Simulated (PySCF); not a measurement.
These 2 structures share the formula C3H5NSe. Theory: PySCF, PBE0-D3(BJ)/def2-SVP geometry optimisation, gas phase. Energies are electronic, without zero-point or thermal terms, for one conformer each. No frequencies were run at this level. Point groups hold within 0.08 Å.

**Question.** Order them by energy at this level, lowest first, and give relative energies in kcal/mol.
A. `[CH3:1][Se:2][CH2:3][C:4]#[N:5]` with C1–Se2–C3–C4 -58°
B. `[N:1]#[C:2][CH2:3][CH2:4][SeH:5]` with C2–C3–C4–Se5 -177°, C3–C4–Se5–H -68°

**Answer.** B (0.0), A (2.2).

Neighbours under 2.5 kcal/mol apart (N#CCC[SeH] and C[Se]CC#N) can change places with a better method, another conformer or zero-point energy.

```
    SMILES       E (Eh)  E rel (kcal/mol)  dipole (D)  point group        A, B, C (MHz)
N#CCC[SeH]  -2572.70761               0.0        2.88            –  24528, 995.2, 974.5
 C[Se]CC#N  -2572.70403               2.2        3.06           C1     6358, 1994, 1669
```
